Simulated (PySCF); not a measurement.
3-ethylideneoxetane (C5H8O), SMILES CC=C1COC1.

Geometry optimised at PBE0-D3(BJ)/def2-SVP.

The numbers are results of B3LYP/def2-TZVP (PySCF), not measurements.

Isolated molecule, no solvent.

Computed frontier levels, gap, dipole moment and polarisability:
```json
{
  "highest_occupied_level": "-6.55 eV",
  "lowest_empty_level": "-0.02 eV",
  "orbital_gap": "6.53 eV",
  "dipole_moment": "1.97 D",
  "quadrupole, principal values (traceless, Buckingham form, about the centre of nuclear charge)": "-5.57, 0.09, 5.48 D·Å",
  "mean_static_polarisability": "63.7 bohr³ (9.44 Å³)",
  "polarisability_principal_values": "48.2, 62.4, 80.6 bohr³"
}
```
